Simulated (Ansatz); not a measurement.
Consider the atomization: `F[CH2][InH][F]` → C• + 2 F• + 3 H• + In•.

Computed with Ansatz on PBE0-D4/def2-TZVP structures; ΔE is electronic, products minus reactants. CBS: MP2 limit from def2 TZ/QZ plus the TZ coupled-cluster correction, frozen cores. This one scheme is used for every species, atoms too. DFT in def2-TZVPP. Open shells (•) are unrestricted, without spin–orbit coupling. Spin–orbit coupling would lower the free atoms: a little for C, F; strongly for In. def2 core potentials past Kr. Bonds to In are less sure, by a few kJ/mol each and by 10 to 20 or more in all where they break to atoms, as the def2 sets lack core-valence functions. Each species was taken in one conformer, which may not be the lowest.

`F[CH2][InH][F]`:

```xyz
7

F     0.037    1.237   -1.651
C     0.619    0.429   -0.688
In   -0.839   -0.394    0.678
F     0.187   -1.477    1.963
H     1.349    1.020   -0.128
H     1.152   -0.385   -1.187
H    -2.506   -0.428    1.014
```

```csv
level,ΔE (kJ/mol)
revPBE-D4,2155.9
B97M-V,2182.2
PBE0-D4,2162.3
r2SCAN0-D4,2124.6
BLYP,2152.0
r2SCAN,2182.6
r2SCANh,2157.4
CAM-B3LYP,2180.3
```

(1) What does CCSD(T)/CBS give? (Estimate.)

Largest T1 diagnostic among the species: 0.015.

Answers

(1) Ansatz gave: +2190.1 kJ/mol. The listed levels differ from it by -34.2, -7.9, -27.8, -65.5, -38.1, -7.5, -32.7, -9.8 kJ/mol.

Leaving LDA and LC-ωPBE aside and taking each functional with its dispersion term where it has one, the values, not all of them listed here, spread over 160.0 kJ/mol, from BHLYP-D4 to PBE-D4. LDA lies +334.9 kJ/mol from PBE without D4, its usual overbinding. From PBE to PBE0 (25 % exact exchange), in def2-TZVPP and without D4, ΔE moves by −65.3 kJ/mol: exact exchange takes away binding that semilocal exchange gives to molecules. The D4 term adds +16.0 kJ/mol with B3LYP and +8.3 kJ/mol with PBE0; it sums over pairs of atoms, weighted by their polarisabilities, and B3LYP, whose exchange is more repulsive, gets the larger term.

B3LYP here is the variant with VWN-RPA as its local correlation; programs differ in this.

For atomizations the MP2-based limit and the directly extrapolated one differ by several kJ/mol either way, and by 10 to 25 for some Ge, Se and Sn compounds, so smaller differences from it don't rank the levels.
